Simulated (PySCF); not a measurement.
Species: 6-methylpyridine-2-carbonitrile, C7H6N2.
SMILES with atom numbers: `[CH3:1][c:2]1[cH:3][cH:4][cH:5][c:6]([C:7]#[N:8])[n:9]1` (hydrogens: H10, H11, H12 on C1; H13 on C3; H14 on C4; H15 on C5)

The same species was optimised twice, with GFN2-xTB and with PBE0-D3(BJ)/def2-SVP (PySCF), and the same property calculations (PySCF, gas phase) were run on both structures.

```json
{"coordinate": "C6–C7 (Å)", "GFN2-xTB": "1.423", "PBE0-D3(BJ)/def2-SVP": "1.443", "change": "+0.020"}
{"coordinate": "C7≡N8 (Å)", "GFN2-xTB": "1.145", "PBE0-D3(BJ)/def2-SVP": "1.158", "change": "+0.013"}
{"coordinate": "C2–N9 (Å)", "GFN2-xTB": "1.321", "PBE0-D3(BJ)/def2-SVP": "1.330", "change": "+0.009"}
{"coordinate": "C2–C3 (Å)", "GFN2-xTB": "1.398", "PBE0-D3(BJ)/def2-SVP": "1.406", "change": "+0.008"}
{"coordinate": "C4–C5 (Å)", "GFN2-xTB": "1.386", "PBE0-D3(BJ)/def2-SVP": "1.393", "change": "+0.007"}
{"coordinate": "C3–C4 (Å)", "GFN2-xTB": "1.383", "PBE0-D3(BJ)/def2-SVP": "1.388", "change": "+0.005"}
{"coordinate": "C6–N9 (Å)", "GFN2-xTB": "1.331", "PBE0-D3(BJ)/def2-SVP": "1.335", "change": "+0.004"}
{"coordinate": "C1–C2 (Å)", "GFN2-xTB": "1.495", "PBE0-D3(BJ)/def2-SVP": "1.499", "change": "+0.004"}
{"coordinate": "C5–C6 (Å)", "GFN2-xTB": "1.395", "PBE0-D3(BJ)/def2-SVP": "1.397", "change": "+0.002"}
{"coordinate": "C6–C7–N8 (°)", "GFN2-xTB": "177.4", "PBE0-D3(BJ)/def2-SVP": "178.2", "change": "+0.8"}
{"coordinate": "C7–C6–N9 (°)", "GFN2-xTB": "117.5", "PBE0-D3(BJ)/def2-SVP": "116.7", "change": "-0.8"}
{"coordinate": "C1–C2–N9 (°)", "GFN2-xTB": "116.8", "PBE0-D3(BJ)/def2-SVP": "117.4", "change": "+0.6"}
{"coordinate": "C5–C6–N9 (°)", "GFN2-xTB": "123.4", "PBE0-D3(BJ)/def2-SVP": "123.9", "change": "+0.5"}
{"coordinate": "C3–C2–N9 (°)", "GFN2-xTB": "121.9", "PBE0-D3(BJ)/def2-SVP": "121.6", "change": "-0.3"}
{"coordinate": "C2–C3–C4 (°)", "GFN2-xTB": "119.2", "PBE0-D3(BJ)/def2-SVP": "119.5", "change": "+0.3"}
{"coordinate": "C5–C6–C7 (°)", "GFN2-xTB": "119.1", "PBE0-D3(BJ)/def2-SVP": "119.4", "change": "+0.3"}
{"coordinate": "C1–C2–C3 (°)", "GFN2-xTB": "121.2", "PBE0-D3(BJ)/def2-SVP": "121.0", "change": "-0.2"}
```

Rotational constants: A = 3329, B = 1288, C = 934.1 MHz (GFN2-xTB) against A = 3283, B = 1271, C = 921.6 MHz (PBE0-D3(BJ)/def2-SVP). Point groups within 0.08 Å: Cs and Cs.

On the GFN2-xTB structure: lowest singlet, TDDFT (eV) 4.81 [CAM-B3LYP/def2-SVPD]; lowest triplet, Tamm–Dancoff (eV) 3.74 [CAM-B3LYP/def2-SVPD]; isotropic polarisability (au) 90.9 [CAM-B3LYP/def2-SVPD]; HOMO (eV) -9.10 [CAM-B3LYP/def2-SVPD]; LUMO (eV) -0.87 [CAM-B3LYP/def2-SVPD]; dipole (D) 5.95 [CAM-B3LYP/def2-SVPD]; HOMO (eV) -7.93 [PBE0/pcSseg-1]; LUMO (eV) -1.90 [PBE0/pcSseg-1]; dipole (D) 5.86 [PBE0/pcSseg-1]; GIAO shielding of C1 (ppm) 159.5 [PBE0/pcSseg-1]; GIAO shielding of C2 (ppm) 21.5 [PBE0/pcSseg-1]; GIAO shielding of C3 (ppm) 56.5 [PBE0/pcSseg-1]; GIAO shielding of C4 (ppm) 44.5 [PBE0/pcSseg-1]; GIAO shielding of C5 (ppm) 52.7 [PBE0/pcSseg-1]; GIAO shielding of C6 (ppm) 47.8 [PBE0/pcSseg-1]; GIAO shielding of C7 (ppm) 63.8 [PBE0/pcSseg-1]; GIAO shielding of N8 (ppm) -45.2 [PBE0/pcSseg-1].

What do these properties become on the PBE0-D3(BJ)/def2-SVP structure?

```
                                    property                level  on GFN2-xTB  on PBE0-D3(BJ)/def2-SVP  change
                  lowest singlet, TDDFT (eV)  CAM-B3LYP/def2-SVPD         4.81                     4.83   +0.02
           lowest triplet, Tamm–Dancoff (eV)  CAM-B3LYP/def2-SVPD         3.74                     3.73   -0.01
               isotropic polarisability (au)  CAM-B3LYP/def2-SVPD         90.9                     92.3    +1.4
                                   HOMO (eV)  CAM-B3LYP/def2-SVPD        -9.10                    -9.09   +0.01
                                   LUMO (eV)  CAM-B3LYP/def2-SVPD        -0.87                    -0.88   -0.01
                                  dipole (D)  CAM-B3LYP/def2-SVPD         5.95                     6.03   +0.08
energy, GFN2-xTB geometry as zero (kcal/mol)  CAM-B3LYP/def2-SVPD          0.0                     -0.7    -0.7
                                   HOMO (eV)        PBE0/pcSseg-1        -7.93                    -7.92   +0.01
                                   LUMO (eV)        PBE0/pcSseg-1        -1.90                    -1.92   -0.02
                                  dipole (D)        PBE0/pcSseg-1         5.86                     5.94   +0.08
energy, GFN2-xTB geometry as zero (kcal/mol)        PBE0/pcSseg-1          0.0                     -0.4    -0.4
                  GIAO shielding of C1 (ppm)        PBE0/pcSseg-1        159.5                    158.0    -1.5
                  GIAO shielding of C2 (ppm)        PBE0/pcSseg-1         21.5                     19.3    -2.2
                  GIAO shielding of C3 (ppm)        PBE0/pcSseg-1         56.5                     53.8    -2.7
                  GIAO shielding of C4 (ppm)        PBE0/pcSseg-1         44.5                     42.8    -1.7
                  GIAO shielding of C5 (ppm)        PBE0/pcSseg-1         52.7                     52.2    -0.5
                  GIAO shielding of C6 (ppm)        PBE0/pcSseg-1         47.8                     45.7    -2.1
                  GIAO shielding of C7 (ppm)        PBE0/pcSseg-1         63.8                     61.5    -2.3
                  GIAO shielding of N8 (ppm)        PBE0/pcSseg-1        -45.2                    -48.7    -3.5
```

The heavy atoms differ by 0.016 Å rms after alignment. Among bonds between heavy atoms C6–C7 changes most (+0.020 Å). Changes are differences of the printed values. Neither structure is proved a minimum here.
